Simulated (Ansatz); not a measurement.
Gas-phase electronic energies from Ansatz, PBE0-D4/def2-TZVP geometries. CCSD(T)/CBS adds triple-zeta CCSD(T) − MP2 to the extrapolated MP2 energy (def2 sets, frozen cores). This one scheme is used for every species. Functionals use def2-TZVPP. No spin–orbit coupling; open shells (•) take unrestricted orbitals. For Ga outer-core shells are correlated without core-valence functions, which leaves a few kJ/mol of doubt a bond. Scalar relativity is left out up to krypton. Each species was taken in one conformer, which may not be the lowest.

Reaction (homolysis of the Ga–S bond): `[SH][Ga]([SH])[SH]` → `[SH][Ga][SH]`• + `[SH]`•

`[SH][Ga]([SH])[SH]`:

```xyz
7

S    -0.402    1.409    1.216
Ga    0.186   -0.083   -0.288
S    -0.558   -2.148   -0.305
S     1.594    0.488   -1.870
H    -1.212    0.570    1.881
H    -1.325   -1.982    0.785
H     1.716    1.747   -1.418
```

`[SH][Ga][SH]`•:

Cartesian coordinates in Å:
```
S 1.265 -0.876 0.540
Ga -0.874 -0.246 0.408
S -1.350 1.413 -1.007
H 1.026 -1.830 1.454
H -0.067 1.539 -1.394
```

`[SH]`•:

```xyz
2

S     0.356   -0.122   -0.558
H    -0.356    0.122    0.558
```

(1) What is ΔE at CCSD(T)/CBS? (Best estimate.)

(2) What do these levels give: r2SCAN-D4, PBE0, MP2/def2-TZVPP, SCS-MP2/def2-TZVPP, CCSD(T)/def2-TZVPP, HF/CBS(def2)? (Best estimate.)

Largest T1 diagnostic among the species: 0.015.

Results:

(1) Computed: +3.83 eV.

(2) Computed: r2SCAN-D4 3.60, PBE0 3.57, MP2/def2-TZVPP 3.86, SCS-MP2/def2-TZVPP 3.75, CCSD(T)/def2-TZVPP 3.67, HF/CBS(def2) 2.57 eV.

The D4 term adds +0.16 eV with B3LYP and +0.09 eV with PBE0; it sums over pairs of atoms, weighted by their polarisabilities, and B3LYP, whose exchange is more repulsive, gets the larger term. In def2-TZVPP, CCSD(T) changes the Hartree–Fock value by +1.07 eV (the triples alone add +0.10 eV) and MP2 by +1.26 eV; breaking electron pairs costs correlation energy, which Hartree–Fock lacks.

B3LYP here is the variant with VWN-RPA as its local correlation; programs differ in this.
